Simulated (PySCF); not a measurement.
CH4F2GeO. Atoms are numbered in the order given.

```xyz
9

C      0.1466     1.9127     0.0000
Ge     0.0120     0.0069     0.0000
O      1.5869    -0.7602     0.0000
F     -0.8897    -0.5958    -1.3521
F     -0.8897    -0.5958     1.3521
H      0.6911     2.2400     0.8966
H     -0.8593     2.3540     0.0000
H      0.6911     2.2400    -0.8966
H      1.5340    -1.7263     0.0000
```
Charge 0, spin multiplicity 1.

The structure is a stationary point at r2SCAN-D4/def2-SVP. The structure was generated by enumeration, and PubChem lists no compound with its InChIKey, so it may never have been made. One conformer was computed; it need not be the lowest.

Level of theory: PBE/pcSseg-1 (PySCF).

GIAO shieldings, no solvent; atoms alike by connectivity are averaged. δ = σ(ref) − σ: ¹³C against TMS (σ = 182.0 ppm); ⁷³Ge against GeH4 (σ = 1614.4 ppm); ¹⁷O against H2O (σ = 334.3 ppm); ¹⁹F against CFCl3 (σ = 133.6 ppm); ¹H against TMS (σ = 31.49 ppm), references at their B3LYP-D3(BJ)/def2-TZVP geometries, non-relativistic.

```tsv
nucleus	atoms	count	δ (ppm)
¹³C	C1	1	-1.0
⁷³Ge	Ge2	1	387.1
¹⁷O	O3	1	74.2
¹⁹F	F4, F5	2	-159.0
¹H	H9	1	2.20
¹H	H6, H7, H8	3	1.12
```
